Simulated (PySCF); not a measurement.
Sr⁺ (strontium, charge +1) across methods

[Kr] 5p1, 2P determinant (an excited configuration). Calculation: PySCF 2.14, in x2c-TZVPPall (8s6p6d2f1g, 79 functions); the spin-free X2C one-electron Hamiltonian (Gaussian nucleus). The B2PLYP total includes its PT2 part (frozen core); its orbital energies are those of the SCF part.

```csv
method,E (hartree),mean ε 4p α (eV),mean ε 4p β (eV),mean ε 5p α (eV),Σ⟨r²⟩ (bohr²),⟨S²⟩
B3LYP,-3178.98,-31.794,-31.735,-6.764,52.23,0.750
BHandHLYP,-3178.93,-34.019,-33.941,-7.105,53.02,0.750
BLYP,-3179.03,-30.010,-29.966,-6.311,51.92,0.750
B2PLYP,-3178.44,-34.017,-33.931,-7.111,53.44,0.750
r2SCAN,-3178.92,-30.903,-30.870,-6.438,52.35,0.750
PBE,-3178.55,-30.245,-30.175,-6.474,51.97,0.750
UHF,-3177.04359,-37.127,-37.007,-7.696,55.64,0.750
PBE0,-3178.63,-32.256,-32.175,-6.877,52.47,0.750
```

Q: Estimate the same row for LDA.

A: E (hartree) = -3174.76; mean ε 4p α (eV) = -30.375; mean ε 4p β (eV) = -30.305; mean ε 5p α (eV) = -6.423; Σ⟨r²⟩ (bohr²) = 51.77; ⟨S²⟩ = 0.750.
